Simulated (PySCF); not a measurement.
## Distorted geometries of [OsOCl4]2+

[OsOCl4]2+ (singlet). PySCF 2.14.0, RKS B3LYP, Os def2-SVP with ECP60, O def2-SVP, Cl def2-SVP; non-relativistic Hamiltonian with scalar-relativistic core potentials where named; density fitting; no spin-orbit coupling. Relaxed geometry:

```xyz
6

Os    0.0080   -0.0859    0.1677
O    -0.2167    0.2161    1.8155
Cl   -0.1393    0.1881   -2.0757
Cl    2.1924   -0.1702    0.1643
Cl   -1.1348    1.9216    0.0706
Cl   -0.9580   -2.0511    0.1060
```

**Question.** Order these distorted geometries by energy above the relaxed one, lowest first.
A.
```xyz
6

Os    0.0080   -0.0700    0.2146
O    -0.1956    0.1993    1.7985
Cl   -0.1534    0.1749   -2.1144
Cl    2.1487   -0.1254    0.2018
Cl   -1.1322    1.9426    0.0571
Cl   -0.9240   -2.1028    0.0909
```
B.
```xyz
6

Os   -0.0896   -0.2166    0.0691
O    -0.3570    0.2134    1.7891
Cl   -0.2228   -0.1010   -2.2850
Cl    2.3058   -0.4022    0.2407
Cl   -1.1373    2.0985    0.4319
Cl   -0.7476   -1.5734    0.0026
```
C.
```xyz
6

Os    0.0756   -0.2502    0.1425
O    -0.1593    0.3088    1.8666
Cl    0.0328    0.1967   -2.1524
Cl    2.2756   -0.3308    0.1522
Cl   -1.3714    1.9285   -0.0346
Cl   -1.1019   -1.8345    0.2740
```

**Answer.** A (0.22 eV), C (1.51 eV), B (16.84 eV).

**Question.** Which forces (eV/Å) act in the one that lies 0.22 eV up?

**Answer.** 
```
Os  -0.70 -1.12 -4.98
O   -0.81  0.67  4.09
Cl   0.05 -0.10  0.81
Cl   1.05 -0.03 -0.13
Cl   0.10 -0.15  0.08
Cl   0.32  0.72  0.13
```
Forces carry noise of the integration grid, about 0.01 to 0.03 eV/Å.
